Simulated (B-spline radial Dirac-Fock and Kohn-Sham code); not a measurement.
**Elastic and transport cross sections of thulium for electrons**

These are calculated numbers from an atomic code on a B-spline grid; the model is relativistic (Dirac) partial waves in the static field of the Dirac-Fock atom with Furness-McCarthy exchange, without polarisation or absorption potentials. σ_tr1 and σ_tr2 weight the cross section with 1 − P₁ and 1 − P₂ of cos θ; "backward" is the share scattered beyond 90°.

```
energy (eV)  σ (a₀²)  σ_tr1 (a₀²)  σ_tr2 (a₀²)  σ/σ_tr1  backward (%)
       8390     3.29        0.176        0.280     18.7           1.6
       9860     3.00        0.140        0.231     21.5           1.4
       9960     2.98        0.138        0.228     21.7           1.3
      10000     2.97        0.137        0.227     21.7           1.3
      10500     2.89        0.127        0.214     22.7           1.3
      11200     2.78        0.116        0.198     24.0           1.2
      13400     2.50       0.0889        0.158     28.1          0.95
      13600     2.48       0.0870        0.155     28.5          0.94
      17900        ?            ?            ?        ?             ?
      20000     1.96       0.0488       0.0931     40.2          0.58
      23800     1.76       0.0375       0.0735     47.0          0.47
```

**Question.** Fill in the row for 17.9 keV.

**Answer.** σ = 2.10 a₀², σ_tr1 = 0.0577 a₀², σ_tr2 = 0.108 a₀², σ/σ_tr1 = 36.4, backward 0.67 %. The ratio σ/σ_tr1 is roughly the number of elastic collisions that randomise the direction.
